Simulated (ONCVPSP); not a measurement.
**Building the ONCV potential for Ce (Z = 58) (LDA (Perdew-Wang 92), fully relativistic).**

```json
{
 "Element": "Ce",
 "Generator": "ONCVPSP 4.0.1",
 "Type": "optimised norm-conserving Vanderbilt (ONCV)",
 "Functional": "LDA (Perdew-Wang 92)",
 "Relativity": "fully relativistic",
 "Frozen core": "[Kr] 4d10",
 "Valence charge": "12",
 "Reference configuration": "4f1 5s2 5p6 5d1 6s1.75 (charge +0.25)",
 "Partial waves": "5s+6s: rc 2.55 bohr, ncon 5, nbas 9, qcut 5.9 1/bohr, 2 projectors; 5p: rc 2.15 bohr, ncon 4, nbas 8, qcut 6.2 1/bohr, 2 projectors, debl 1.9 Ha; 5d: rc 3.10 bohr, ncon 4, nbas 8, qcut 5 1/bohr, 1 projector; 4f: rc 0.90 bohr, ncon 4, nbas 7, qcut 12.9 1/bohr, 3 projectors, debl 2.1 Ha",
 "Local potential": "polynomial inside 0.80 bohr (lpopt 5, dvloc0 0 Ha)",
 "Core correction": "Teter function, fcfact 5, rcfact 1.65"
}
```

Open shells are filled in proportion to 2j + 1.

All-electron outer shells of the reference configuration (LDA (PZ), scalar-relativistic, ld1.x):

| shell | level (eV) | outermost node (bohr) | outermost maximum (bohr) |
| --- | --- | --- | --- |
| 4d | -111.83 | 0.31 | 0.66 |
| 5s | -42.12 | 0.75 | 1.37 |
| 5p | -24.69 | 0.81 | 1.53 |
| 4f | -7.00 | – | 0.71 |
| 6s | -5.05 | 1.81 | 3.63 |
| 5d | -4.49 | 0.92 | 2.18 |

Calculated quality:

| Item | Value |
| --- | --- |
| Cutoffs needed | 242 Ha and 314 Ha (the cutoffs (Ha) at which the residual kinetic energy of the hardest occupied pseudo-wave falls to 1 and 0.1 mHa per electron) |
| Ghost test | ghosts flagged at negative energy: s at -528.3 eV, p3/2 at -171.7 eV, d5/2 at -34.6 eV, p1/2 at -144.9 eV, d3/2 at -31.0 eV; GHOST(+) flagged for f7/2 at 57.5 eV, f5/2 at 60.5 eV, s at 123.6 eV; a true bound ghost makes a file unfit for plane-wave use |
| Largest excitation error | -29 meV (all-electron minus pseudo) for 4f1 5s2 5p5 5d1 6s2, out of 4 test configurations |
| rms error of d²Exc/dni dnj | 17.27 mHa without and 4.17 mHa with the model core |

Generation and tests took about 13 s on one core of a shared server CPU.
